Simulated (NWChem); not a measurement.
Molecule: C2H4Cl2Si; SMILES [SiH](C=C)(Cl)Cl

```xyz
9

Si     0.3906     0.0343     0.0000
Cl    -0.1037    -1.0812     1.6819
Cl    -0.1037    -1.0812    -1.6819
C     -0.5553     1.6333     0.0000
C      0.0796     2.8228     0.0000
H      1.8660     0.2799     0.0000
H     -1.6598     1.6021     0.0000
H      1.1816     2.8954     0.0000
H     -0.4688     3.7805     0.0000
```
Atoms are numbered in this order, from 1.

Level: PBE-D3(BJ)/def2-SVP (NWChem), optimised geometry, unscaled harmonic frequencies. 

Q: List the harmonic frequencies with IR intensities, and the thermochemistry.

A: 
```
frequency (cm⁻¹)  IR intensity (km/mol)
----------------  ---------------------
72                                  0.0
161                                 0.0
166                                 5.6
177                                 2.6
312                                 2.6
506                                 0.4
515                                47.0
586                               130.2
711                                55.0
776                               135.4
784                               151.2
952                                28.6
976                                11.0
995                                10.3
1224                                1.1
1372                               17.9
1618                               11.1
2203                               79.8
3053                                7.8
3088                                0.1
3146                                4.2
```

```yaml
zero_point_energy: 33.4 kcal/mol
thermal correction to the enthalpy at 298.15 K (with zero-point energy): 38.3 kcal/mol
heat capacity Cv: 22.5 cal/(mol K)
entropy at 298.15 K and 1 atm (symmetry number 1): 84.5 cal/(mol K)
dipole_moment: 2.17 D
```

Rigid rotor and harmonic oscillator; modes under 100 cm⁻¹ make the entropy uncertain.
